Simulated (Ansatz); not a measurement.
CH₄FGaSi. Charge 0, multiplicity 1. The bonds changed during the relaxation, so this is another structure than the one it started from.

Cartesian coordinates in Å:
```
F 0.122 -1.966 0.006
Ga 1.954 0.107 1.491
C 0.385 0.794 0.322
Si -0.565 -0.569 -0.450
H 0.832 1.457 -0.429
H -0.243 1.405 0.982
H -0.512 -0.573 -1.935
H -1.974 -0.655 0.013
```

(1) List the harmonic frequencies (cm⁻¹, unscaled) at PBE0-D4/def2-TZVP in Ansatz. (Estimate.)

Answers

(1) The calculation gave: 8, 66, 293, 432, 463, 552, 742, 751, 829, 832, 906, 918, 967, 1363, 2224, 2227, 3044, 3105.
